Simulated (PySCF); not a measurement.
Molfile (atoms numbered from 1):
```
C4H17N3Si3
     RDKit          3D

 27 27  0  0  0  0  0  0  0  0999 V2000
    2.6852    1.7478    0.4493 N   0  0  0  0  0  0  0  0  0  0  0  0
    3.1990    0.2683   -0.2895 Si  0  0  0  0  0  4  0  0  0  0  0  0
    1.8875   -0.8831   -0.4018 N   0  0  0  0  0  0  0  0  0  0  0  0
    1.7336   -2.2360    0.7017 Si  0  0  0  0  0  4  0  0  0  0  0  0
    0.4533   -0.4609   -1.3194 Si  0  0  0  0  0  4  0  0  0  0  0  0
   -0.8876   -0.2708   -0.2497 N   0  0  0  0  0  0  0  0  0  0  0  0
   -2.2428   -0.7430   -0.4372 C   0  0  0  0  0  0  0  0  0  0  0  0
   -3.1148    0.5243   -0.3632 C   0  0  0  0  0  0  0  0  0  0  0  0
   -2.2500    1.5441    0.4101 C   0  0  0  0  0  0  0  0  0  0  0  0
   -0.9604    0.7776    0.7498 C   0  0  0  0  0  0  0  0  0  0  0  0
    2.9629    2.6387    0.0559 H   0  0  0  0  0  0  0  0  0  0  0  0
    2.5238    1.8155    1.4473 H   0  0  0  0  0  0  0  0  0  0  0  0
    4.2737   -0.4366    0.4774 H   0  0  0  0  0  0  0  0  0  0  0  0
    3.7071    0.6645   -1.6348 H   0  0  0  0  0  0  0  0  0  0  0  0
    1.2846   -1.8167    2.0688 H   0  0  0  0  0  0  0  0  0  0  0  0
    3.0466   -2.9327    0.8521 H   0  0  0  0  0  0  0  0  0  0  0  0
    0.7294   -3.1954    0.1518 H   0  0  0  0  0  0  0  0  0  0  0  0
    0.0550   -1.5392   -2.2721 H   0  0  0  0  0  0  0  0  0  0  0  0
    0.8282    0.7743   -2.0804 H   0  0  0  0  0  0  0  0  0  0  0  0
   -2.5203   -1.4380    0.3803 H   0  0  0  0  0  0  0  0  0  0  0  0
   -2.3517   -1.2963   -1.3818 H   0  0  0  0  0  0  0  0  0  0  0  0
   -4.0788    0.3254    0.1284 H   0  0  0  0  0  0  0  0  0  0  0  0
   -3.3389    0.8960   -1.3741 H   0  0  0  0  0  0  0  0  0  0  0  0
   -2.7484    1.9303    1.3116 H   0  0  0  0  0  0  0  0  0  0  0  0
   -2.0170    2.4104   -0.2270 H   0  0  0  0  0  0  0  0  0  0  0  0
   -0.0562    1.4062    0.7339 H   0  0  0  0  0  0  0  0  0  0  0  0
   -1.0353    0.3348    1.7634 H   0  0  0  0  0  0  0  0  0  0  0  0
  1  2  1  0
  2  3  1  0
  3  4  1  0
  3  5  1  0
  5  6  1  0
  6  7  1  0
  7  8  1  0
  8  9  1  0
  9 10  1  0
 10  6  1  0
  1 11  1  0
  1 12  1  0
  2 13  1  0
  2 14  1  0
  4 15  1  0
  4 16  1  0
  4 17  1  0
  5 18  1  0
  5 19  1  0
  7 20  1  0
  7 21  1  0
  8 22  1  0
  8 23  1  0
  9 24  1  0
  9 25  1  0
 10 26  1  0
 10 27  1  0
M  END
```

Geometry: PBE0-D3(BJ)/def2-SVP; GIAO shifts from PySCF 2.14.0 with density-fitted response routines, gas phase, non-relativistic, averaged over equivalent atoms.

At CAM-B3LYP/pcSseg-1 (276 basis functions, 5.9 min wall time (5.1 min CPU) on 1 thread of an Intel Xeon, shared host):
```tsv
atoms	δ (ppm)
N6	63.6
N3	43.5
N1	30.1
Si5	-31.9
Si2	-35.7
Si4	-52.1
C7/C10	49.2
C8/C9	27.1
H18/H19	4.82
H13/H14	4.79
H15/H16/H17	4.58
H20/H21/H26/H27	3.10
H22/H23/H24/H25	1.53
H11/H12	0.69
```

Shifts are taken against calculated references (same method and geometry level): ¹⁵N (σref 267.29) vs NH3; ²⁹Si (σref 343.41) and ¹³C (σref 182.45) and ¹H (σref 31.33) against TMS.

Predict the values at PBE0/pcSseg-1 on the same geometry.

Answers


| atoms | δ at PBE0/pcSseg-1 | change |
| --- | --- | --- |
| N6 | 64.2 | +0.6 |
| N3 | 42.5 | -1.0 |
| N1 | 29.4 | -0.7 |
| Si5 | -30.6 | +1.3 |
| Si2 | -33.6 | +2.1 |
| Si4 | -49.3 | +2.8 |
| C7/C10 | 49.6 | +0.4 |
| C8/C9 | 27.1 | +0.0 |
| H18/H19 | 4.99 | +0.17 |
| H13/H14 | 4.94 | +0.15 |
| H15/H16/H17 | 4.71 | +0.13 |
| H20/H21/H26/H27 | 3.15 | +0.05 |
| H22/H23/H24/H25 | 1.54 | +0.01 |
| H11/H12 | 0.75 | +0.06 |

References, each an isolated molecule treated in the same way: ¹⁵N (265.67 ppm) vs NH3; TMS for ²⁹Si (351.99 ppm) and ¹³C (184.41 ppm) and ¹H (31.27 ppm).

The largest change is at Si4 (silicon bonded to N, 3 H). Cost: 276 basis functions, 4.2 min wall time on 1 thread of an Intel Xeon, shared host.

Experimental scales use liquid or dissolved standards, which lie at an offset from isolated NH3 (liquid NH3: subtract about 20 ppm).
